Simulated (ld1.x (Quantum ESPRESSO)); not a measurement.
# tin: ultrasoft pseudisation with Wu–Cohen, scalar-relativistic reference atom.

ld1.x (Quantum ESPRESSO) 7.5 was run on this input:

```
&input
   title='Sn', zed=50., rel=1, dft='WC', iswitch=3,
   config='[Kr] 4d10 5s2 5p2 5d-2',
   nld=3, rlderiv=2.50, eminld=-3.0, emaxld=5.0, deld=0.02
 /
 &inputp
   pseudotype=3, tm=.true., lloc=-1, rcloc=1.55,
   nlcc=.true., new_core_ps=.true., rcore=1.95,
   which_augfun='PSQ', rmatch_augfun_nc=.true.,
   file_pseudopw='Sn.UPF', file_wfcaegen='ae.wfc', file_wfcncgen='nc.wfc', file_beta='beta', file_chi='chi', file_wfcusgen='us.wfc'
 /
6
5S  1  0   2.00   0.00  1.85  2.20  0.0
5S  1  0   0.00   0.85  1.85  2.20  0.0
5P  2  1   2.00   0.00  1.65  2.00  0.0
5P  2  1   0.00   0.15  1.65  2.00  0.0
5D  3  2  -2.00   0.05  1.85  2.30  0.0
5D  3  2  -2.00   0.65  1.85  2.30  0.0
 &test
   configts(1)='5s2 5p2'
 /
```

Command:

```bash
ld1.x < Sn.in > Sn.out
```

Output (shortened: banner, matrices, multipoles, cross overlaps and the repeated all-electron block are left out):

```
Program LD1 v.7.5
     --------------------------- All-electron run ----------------------------

     Sn
     scalar relativistic calculation

     atomic number is 50.00
     dft =WC   lsd =0 sic =0 latt =0  beta=0.20 tr2=1.0E-14
     Exchange-correlation= WC
                           (   1   4  11   4   0   0   0)
     mesh =1243 r(mesh) = 100.78374 a.u. xmin = -7.00 dx = 0.01250
     1 Ry =  13.60569312 eV, c = 137.03599908

     n l     nl                  e(Ry)          e(Ha)          e(eV)
     1 0     1S 1( 2.00)     -2132.2207     -1066.1104    -29010.3411
     2 0     2S 1( 2.00)      -321.8830      -160.9415     -4379.4410
     2 1     2P 1( 6.00)      -289.0123      -144.5061     -3932.2124
     3 0     3S 1( 2.00)       -62.0990       -31.0495      -844.8993
     3 1     3P 1( 6.00)       -51.3559       -25.6779      -698.7323
     4 0     4S 1( 2.00)        -9.8328        -4.9164      -133.7822
     4 1     4P 1( 6.00)        -6.5842        -3.2921       -89.5823
     3 2     3D 1(10.00)       -34.7971       -17.3986      -473.4389
     4 2     4D 1(10.00)        -1.8939        -0.9469       -25.7678
     5 0     5S 1( 2.00)        -0.7798        -0.3899       -10.6091
     5 1     5P 1( 2.00)        -0.2723        -0.1362        -3.7052

     final scf error:  3.8E-16 reached in  26 iterations

     Etot =  -12352.913492 Ry,   -6176.456746 Ha, -168069.950142 eV

     Ekin =   12897.361317 Ry,    6448.680659 Ha,  175477.540178 eV
     Encl =  -29873.952281 Ry,  -14936.976141 Ha, -406455.827113 eV
     Eh   =    4951.700004 Ry,    2475.850002 Ha,   67371.310689 eV
     Exc  =    -328.022531 Ry,    -164.011266 Ha,   -4462.973896 eV

     normalization and overlap integrals

     s(1S/1S) =  1.000000  <r> =   0.0291  <r2> =    0.0011  r(max) =   0.0188
     s(2S/2S) =  1.000000  <r> =   0.1255  <r2> =    0.0186  r(max) =   0.1068
     s(2P/2P) =  1.000000  <r> =   0.1096  <r2> =    0.0147  r(max) =   0.0853
     s(3S/3S) =  1.000000  <r> =   0.3395  <r2> =    0.1318  r(max) =   0.3090
     s(3P/3P) =  1.000000  <r> =   0.3378  <r2> =    0.1324  r(max) =   0.3013
     s(4S/4S) =  1.000000  <r> =   0.8184  <r2> =    0.7580  r(max) =   0.7412
     s(4P/4P) =  1.000000  <r> =   0.8857  <r2> =    0.8970  r(max) =   0.7890
     s(3D/3D) =  1.000000  <r> =   0.3147  <r2> =    0.1175  r(max) =   0.2498
     s(4D/4D) =  1.000000  <r> =   1.1001  <r2> =    1.4417  r(max) =   0.8829
     s(5S/5S) =  1.000000  <r> =   2.3908  <r2> =    6.5308  r(max) =   2.0147
     s(5P/5P) =  1.000000  <r> =   3.2160  <r2> =   12.1226  r(max) =   2.5548

     ------------------------ End of All-electron run ------------------------

     --------------------- Generating US pseudopotential ---------------------

      Generating local potential from pseudized AE potential:
      Matching radius rcloc =   1.5500

      Local pseudo, rcloc= 1.550 Estimated cut-off energy=    10.43 Ry

      Computing core charge for nlcc:

       r > 1.96 : true rho core
      Core charge pseudized with two Bessel functions
      Integrated core pseudo-charge :   9.12
      Wfc-us  5S rcutus= 2.199  Estimated cut-off energy=     9.50 Ry
      Wfc-us  5S rcutus= 2.199  Estimated cut-off energy=    12.87 Ry
      Wfc-us  5P rcutus= 1.990  Estimated cut-off energy=    17.90 Ry
      Wfc-us  5P rcutus= 1.990  Estimated cut-off energy=    18.36 Ry
      Wfc-us  5D rcutus= 2.312  Estimated cut-off energy=    18.63 Ry
      Wfc-us  5D rcutus= 2.312  Estimated cut-off energy=    19.24 Ry

     Q pseudized with Bessel functions
     Expected ecutrho=     114.9843 due to l1=  1   l2=  2

     ------------------- End of pseudopotential generation -------------------

     Computing logarithmic derivative in   2.50740
     Computing logarithmic derivative in   2.50740
     Computing the partial wave expansion
     R is outside the sphere for l=    0 j= 0.00
     R is outside the sphere for l=    0 j= 0.00
     R is outside the sphere for l=    1 j= 0.00
     R is outside the sphere for l=    1 j= 0.00
     R is outside the sphere for l=    2 j= 0.00
     R is outside the sphere for l=    2 j= 0.00

     ---------------------- Testing the pseudopotential ----------------------

     Sn
     scalar relativistic calculation

     atomic number is 50.00   valence charge is  4.00
     dft =WC   lsd =0 sic =0 latt =0  beta=0.20 tr2=1.0E-14
     mesh =1243 r(mesh) = 100.78374 xmin = -7.00 dx = 0.01250

     n l     nl             e AE (Ry)        e PS (Ry)    De AE-PS (Ry)
     1 0     5S   1( 2.00)       -0.77975       -0.77976        0.00000
     2 1     5P   1( 2.00)       -0.27233       -0.27233       -0.00000

     eps = 2.5E-16  iter =  3

     Etot =  -12352.913492 Ry,   -6176.456746 Ha, -168069.950142 eV
     Etotps =   -18.432081 Ry,      -9.216041 Ha,    -250.781244 eV

     Ekin =       2.081065 Ry,       1.040532 Ha,      28.314327 eV
     Encl =     -15.067583 Ry,      -7.533792 Ha,    -205.004913 eV
     Ehrt =       5.194341 Ry,       2.597171 Ha,      70.672613 eV
     Ecxc =     -14.016207 Ry,      -7.008103 Ha,    -190.700208 eV
     (Ecc =     -11.501093 Ry,      -5.750546 Ha,    -156.480341 eV)
     Epseu=       3.376303 Ry,       1.688151 Ha,      45.936936 eV

     ---------------------- End of pseudopotential test ----------------------
```

Note: ghost states, extra bound levels that the all-electron valence spectrum of the same l lacks: s at -52.6 eV, p at -37.0 eV, d at -25.2 eV. A true bound ghost makes a file unfit for plane-wave use.

Generation and configuration tests took about 1.8 s on one core of a shared server CPU.

Transferability test of the new file with ld1.x, input:

```
&input
   title='Sn', zed=50., rel=1, dft='WC', iswitch=2,
   config='[Kr] 4d10 5s2 5p2 5d-2'
 /
 &test
   file_pseudo='Sn.UPF', nconf=8,
   configts(1)='5s2 5p2',
   configts(2)='5s2 5p1',
   configts(3)='5s2 5p0',
   configts(4)='5s1 5p0',
   configts(5)='5s1 5p3',
   configts(6)='5s0 5p4',
   configts(7)='5s1 5p2',
   configts(8)='5s2 5p2.3'
 /
```

```bash
ld1.x < Sn.test.in > Sn.test.out
```

Pseudopotential blocks of its output, shortened (energy terms left out):

```
     ---------------------- Testing the pseudopotential ----------------------

     n l     nl             e AE (Ry)        e PS (Ry)    De AE-PS (Ry)
     1 0     5S   1( 2.00)       -0.77975       -0.77976        0.00000
     2 1     5P   1( 2.00)       -0.27233       -0.27233       -0.00000

     eps = 2.5E-16  iter =  3

     Etot =  -12352.913492 Ry,   -6176.456746 Ha, -168069.950142 eV
     Etotps =   -18.432081 Ry,      -9.216041 Ha,    -250.781244 eV

     ---------------------- End of pseudopotential test ----------------------

          ---------------------- Testing the pseudopotential ----------------------

     n l     nl             e AE (Ry)        e PS (Ry)    De AE-PS (Ry)
     1 0     5S   1( 2.00)       -1.31722       -1.32068        0.00346
     2 1     5P   1( 1.00)       -0.75676       -0.75918        0.00243

     eps = 7.9E-15  iter =  8

     Etot =  -12352.406077 Ry,   -6176.203039 Ha, -168063.046417 eV
     Etotps =   -17.923706 Ry,      -8.961853 Ha,    -243.864444 eV
     dEtot_ae =       0.507414 Ry
     dEtot_ps =       0.508375 Ry,   Delta E=      -0.000961 Ry

     ---------------------- End of pseudopotential test ----------------------

          ---------------------- Testing the pseudopotential ----------------------

     n l     nl             e AE (Ry)        e PS (Ry)    De AE-PS (Ry)
     1 0     5S   1( 2.00)       -1.92567       -1.94041        0.01473  !
     2 1     5P   1( 0.00)       -1.30839       -1.32057        0.01218  !

     eps = 1.8E-16  iter =  9

     Etot =  -12351.378194 Ry,   -6175.689097 Ha, -168049.061353 eV
     Etotps =   -16.889135 Ry,      -8.444567 Ha,    -229.788384 eV
     dEtot_ae =       1.535298 Ry
     dEtot_ps =       1.542947 Ry,   Delta E=      -0.007649 Ry

     ---------------------- End of pseudopotential test ----------------------

          ---------------------- Testing the pseudopotential ----------------------

     n l     nl             e AE (Ry)        e PS (Ry)    De AE-PS (Ry)
     1 0     5S   1( 1.00)       -2.64411       -2.68642        0.04231  !
     2 1     5P   1( 0.00)       -1.96230       -1.99847        0.03618  !

     eps = 7.0E-15  iter =  6

     Etot =  -12349.096431 Ry,   -6174.548216 Ha, -168018.016389 eV
     Etotps =   -14.579568 Ry,      -7.289784 Ha,    -198.365129 eV
     dEtot_ae =       3.817060 Ry
     dEtot_ps =       3.852513 Ry,   Delta E=      -0.035453 Ry

     ---------------------- End of pseudopotential test ----------------------

          ---------------------- Testing the pseudopotential ----------------------

     n l     nl             e AE (Ry)        e PS (Ry)    De AE-PS (Ry)
     1 0     5S   1( 1.00)       -0.84376       -0.84657        0.00281
     2 1     5P   1( 3.00)       -0.31894       -0.31961        0.00067

     eps = 1.8E-15  iter =  7

     Etot =  -12352.397304 Ry,   -6176.198652 Ha, -168062.927058 eV
     Etotps =   -17.914776 Ry,      -8.957388 Ha,    -243.742945 eV
     dEtot_ae =       0.516187 Ry
     dEtot_ps =       0.517305 Ry,   Delta E=      -0.001118 Ry

     ---------------------- End of pseudopotential test ----------------------
```

The test run then stopped with an error in chargeps: “negative rho”.
